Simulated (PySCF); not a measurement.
## Dipole moment and polarisability of `FC[SiH2]C#CC1=CC1`

Compound: C6H7FSi.
SMILES with atom numbers: `[F:1][CH2:2][SiH2:3][C:4]#[C:5][C:6]1=[CH:7][CH2:8]1` (hydrogens: H9, H10 on C2; H11, H12 on Si3; H13 on C7; H14, H15 on C8)

Geometry (GFN2-xTB, Å), atoms numbered from 1 in this order:
```xyz
15
C6H7FSi angstrom
F      4.4425    0.3582    0.3572
C      3.1084    0.5014    0.0250
Si     2.0266   -0.6496    1.1190
C      0.2948   -0.3094    0.5916
C     -0.8577   -0.0852    0.2798
C     -2.1519    0.1407   -0.1121
C     -3.2889    0.7900   -0.0741
C     -3.2513   -0.3561   -1.0274
H      2.8700    1.5600    0.1590
H      3.0298    0.2650   -1.0394
H      2.3841   -2.0431    0.8426
H      2.2129   -0.2895    2.5262
H     -3.8834    1.5748    0.3214
H     -3.7651   -1.2795   -0.7820
H     -3.1753   -0.1697   -2.0935
```

Level: CAM-B3LYP/def2-SVPD (PySCF), static field, nuclei fixed, core orbitals frozen in the response. The polarisability tensor in these axes (au):

```
x   155.49 -10.97  19.39
y   -10.97  78.25  -1.03
z    19.39  -1.03  79.96
```

Q: What are the eigenvalues, a third of the trace, and Δα (Δα² = ½Σ(αi − αj)² over the three pairs)?

A: Principal values 74.30, 77.80 and 161.60 au; mean 104.57 au = 15.50 Å³ = 17.24 × 10⁻⁴⁰ C²·m²/J; Δα = 85.60 au (82 % of the mean).

Q: What is the dipole moment, and where does it point?

A: (-2.39, 0.49, -0.36) D, 2.47 D in size, pointing from the negative to the positive side. Measured along this direction, the outermost atoms are F1 at the negative end and H13 at the positive end.

Q: What are the principal values of the traceless quadrupole moment, Θ = ½Σq(3rr − r²1), about the centre of nuclear charge?

A: -7.00, 1.97, 5.03 D·Å. The values depend on the origin, since the dipole doesn't vanish. The electronic extent ⟨r²⟩ about the same centre is 2152 bohr², a root-mean-square distance of 3.02 Å for the 66 electrons.

Q: Find the Langevin capture rate constant for H3+ (3.023 u) meeting this molecule (126.030 u), k = 2.342 × 10⁻⁹ cm³/s × √(α in Å³ / reduced mass in u).

A: The reduced mass is 2.95 u, so k = 5.37 × 10⁻⁹ cm³/s. The formula leaves out the permanent dipole, which adds to the capture rate.

Q: In a dilute gas of rigid molecules at 298 K, how does the orientational term μ²/3kT compare with the electronic polarisability?

A: In Gaussian units μ²/3kT = 49.45 Å³ against 15.50 Å³, a ratio of 3.19; the Debye molar polarisation (4π/3)N_A(α + μ²/3kT) is 163.8 cm³/mol, leaving out the vibrational part.

Q: Rayleigh depolarisation ratio (linearly polarised light, static tensor)?

A: ρ = 3Δα²/(45ᾱ² + 4Δα²) = 21983.4/(492046 + 29311.1) = 0.0422.

Q: Estimate the molar refractivity from the static electronic polarisability.

A: Lorentz–Lorenz: R = (4π/3)N_A α = 2.5225 cm³/(mol·Å³) × 15.50 Å³ = 39.1 cm³/mol, in the limit of long wavelengths.

The structure is a single GFN2-xTB conformer in the gas phase; no vibrational or solvent corrections.
